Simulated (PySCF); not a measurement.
Removal energies of Cs⁺ from EOM-IP-GCCSD

Reference: closed-shell Cs⁺, [Xe]; one electron is removed. Calculated with PySCF 2.14, two-component X2C-1e with screened spin-orbit coupling, x2c-TZVPPall-2c with one added diffuse shell each of s, p, d type (12s12p10d2f1g, 121 functions); frozen [Ar] 3d10; the 22 highest virtual spinors dropped; of the others 108 kept and the rest restored at second order. No Breit or QED terms. Binding energies in eV.

```
level  Koopmans  second order  EOM-CCSD
4d3/2    94.877        88.539    90.391
4d5/2    92.427        86.231    88.021
5s1/2    40.539        35.675    36.624
5p1/2    24.720        24.484    24.601
5p3/2    22.872        22.789    22.895
```

In EOM-CCSD the overlap with the one-orbital guess is low for 5s1/2 (weight 0.78). That can mean mixing with two-hole, one-particle states, where second order and EOM-CCSD lose accuracy, or only a rotation among the degenerate components of the shell; the terms of those configurations are not listed.

For comparison, the ionisation energy of Cs⁺ is 23.157 eV (measured; NIST Atomic Spectra Database, ionization energies).

Where second order misses EOM-CCSD by more than 1 eV, it overshoots the relaxation and correlation of that hole or particle, which higher orders damp.
